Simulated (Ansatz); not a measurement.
One change: `[SiH2]1[SiH2]S1` becomes `F[SiH]1[SiH2]S1`.

Ansatz, PBE0-D4/def2-TZVP geometries, multiplicity 1. 

| property | `[SiH2]1[SiH2]S1` |
| --- | --- |
| HOMO–LUMO gap (B3LYP/def2-TZVPP) / eV | 6.48 |
| HOMO energy (B3LYP/def2-TZVPP) / eV | -7.10 |
| LUMO energy (ωB97M-V/def2-TZVPP) / eV | 1.27 |
| HOMO–LUMO gap (ωB97M-V/def2-TZVPP) / eV | 10.54 |
| zero-point energy (PBE0-D4/def2-TZVP) / kJ/mol | 94.3 |
| LUMO energy (B3LYP/def2-TZVPP) / eV | -0.62 |

Give the same properties after the change, and the shifts. (An estimate is asked.)

The calculation gave: 
```json
{"property": "HOMO–LUMO gap (B3LYP/def2-TZVPP) / eV", "`F[SiH]1[SiH2]S1`": "6.39", "shift": "-0.09"}
{"property": "HOMO energy (B3LYP/def2-TZVPP) / eV", "`F[SiH]1[SiH2]S1`": "-7.23", "shift": "-0.13"}
{"property": "LUMO energy (ωB97M-V/def2-TZVPP) / eV", "`F[SiH]1[SiH2]S1`": "1.16", "shift": "-0.11"}
{"property": "HOMO–LUMO gap (ωB97M-V/def2-TZVPP) / eV", "`F[SiH]1[SiH2]S1`": "10.56", "shift": "0.02"}
{"property": "zero-point energy (PBE0-D4/def2-TZVP) / kJ/mol", "`F[SiH]1[SiH2]S1`": "81.7", "shift": "-12.6"}
{"property": "LUMO energy (B3LYP/def2-TZVPP) / eV", "`F[SiH]1[SiH2]S1`": "-0.84", "shift": "-0.22"}
```

With PBE0 the HOMO falls by 0.13 eV and the LUMO falls by 0.21 eV, so the gap narrows by about 0.08 eV. PBE moves the HOMO by -0.07 eV and ωB97M-V by -0.14 eV.

B3LYP here is the variant with VWN-RPA as its local correlation; programs differ in this.
